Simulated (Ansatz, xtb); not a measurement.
**C3H11NSn: which of two structures lies lower**

Structure I is a singlet given by its coordinates and structure II is a singlet given by its coordinates. Both are isolated molecules in the gas phase, relaxed with B3LYP-D3(BJ)/def2-SVP.

I (Å):

```xyz
16

C    -0.2614    0.1859    2.0250
C     0.2347    0.4534    0.5997
C     0.7579   -0.7883   -0.1216
N     0.0943    1.2127   -2.6512
Sn    1.7372   -0.5221   -2.1408
H    -1.0737   -0.5601    2.0285
H     0.5524   -0.2128    2.6531
H    -0.6418    1.1016    2.5092
H    -0.6042    0.8991    0.0281
H     1.0246    1.2257    0.6283
H     1.5528   -1.2617    0.4859
H    -0.0399   -1.5471   -0.2141
H     2.7043    0.8833   -1.5526
H     0.4566    1.8554   -3.3569
H    -0.0787    1.7464   -1.7971
H    -0.8012    0.8526   -2.9846
```

Close contacts (Å): C1–C2 1.53, C2–C3 1.53, C3–Sn5 2.26, N4–Sn5 2.44, C1–H6 1.10, C1–H7 1.10, C1–H8 1.10, C2–H9 1.11, C2–H10 1.11, C3–H11 1.11, C3–H12 1.10, N4–H14 1.02, N4–H15 1.02, N4–H16 1.02, Sn5–H13 1.80.

II (Å):

```xyz
16

C     0.1898    0.6870    1.3239
C     0.7941    0.0168    0.0945
C     1.3582   -1.3695    0.4066
N     1.8244    0.9031   -0.4964
Sn    1.0782    3.0054   -1.4565
H    -0.6160    0.0665    1.7428
H    -0.2268    1.6743    1.0753
H     0.9517    0.8247    2.1106
H     0.0123   -0.0782   -0.6771
H     2.1513   -1.3099    1.1715
H     1.7834   -1.8424   -0.4934
H     0.5694   -2.0336    0.7928
H     2.5722    1.0775    0.1802
H     2.2643    0.4556   -1.3022
H     0.0610    1.9256   -2.4775
H     2.4931    2.7582   -2.5442
```

Close contacts (Å): C1–C2 1.53, C2–C3 1.53, C2–N4 1.48, N4–Sn5 2.43, C1–H6 1.10, C1–H7 1.10, C1–H8 1.10, C2–H9 1.10, C3–H10 1.10, C3–H11 1.10, C3–H12 1.10, N4–H13 1.02, N4–H14 1.02, Sn5–H15 1.80, Sn5–H16 1.80.

Quicker runs give these differences E(II) − E(I): GFN2-xTB −76.7 kJ/mol; HF/STO-3G +22.4 kJ/mol (at GFN2-xTB geometries); r2SCAN-D4/def2-SVP +3.0 kJ/mol (at GFN2-xTB geometries).

Estimate E(II) − E(I) at the level CCSD(T)/def2-SVP + ΔMP2/def2-TZVPP.

Calculated at CCSD(T)/def2-SVP + ΔMP2/def2-TZVPP: E(II) − E(I) = +19.4 kJ/mol, so structure I lies lower.

The same difference at several levels:

| level | geometry | E(II) − E(I) (kJ/mol) | departure from the last row (kJ/mol) | job, with rough time for the two |
| --- | --- | --- | --- | --- |
| GFN2-xTB | GFN2-xTB | −76.7 | −96.1 | optimisation, 0.24 s |
| HF/STO-3G | GFN2-xTB | +22.4 | +3.0 | single point, 1.3 s |
| r2SCAN-D4/def2-SVP | GFN2-xTB | +3.0 | −16.4 | single point, 7.2 s |
| B3LYP-D3(BJ)/def2-SVP | B3LYP-D3(BJ)/def2-SVP | +3.1 | −16.3 | optimisation, 3.1 min |
| HF/def2-SVP | B3LYP-D3(BJ)/def2-SVP | −0.3 | −19.7 | part of the CCSD(T) run |
| MP2/def2-SVP | B3LYP-D3(BJ)/def2-SVP | +10.7 | −8.7 | part of the CCSD(T) run |
| CCSD(T)/def2-SVP | B3LYP-D3(BJ)/def2-SVP | +4.5 | −14.9 | single point |
| CCSD(T)/def2-SVP + ΔMP2/def2-TZVPP | B3LYP-D3(BJ)/def2-SVP | +19.4 |  | single point, 2.6 min |

GFN2-xTB puts the two in the other order. HF/def2-SVP finds them nearly level. The largest departure from CCSD(T)/def2-SVP + ΔMP2/def2-TZVPP is that of GFN2-xTB, 96.1 kJ/mol. The last row adds to CCSD(T) the change of the MP2 difference between the two basis sets, here +14.9 kJ/mol, a large step that makes the value less sure.

With harmonic frequencies from B3LYP-D3(BJ)/def2-SVP (ideal gas, rigid rotor, one conformer each, 298.15 K, 1 atm): on the last row, ΔE + ΔZPE = +15.4 kJ/mol. A mode under 50 cm⁻¹ makes harmonic enthalpies and free energies unreliable, so none is given.

The correlated steps freeze 8 core orbitals; the filled d shell of Sn is correlated, in a basis made for valence electrons. Atoms past krypton carry core potentials in the def2 sets, other sets are all-electron and non-relativistic, and no spin–orbit term is included. Run with Ansatz 0.2.0, xtb 6.7.1; the last row on 2 threads of Arm Neoverse V1 on a shared host.
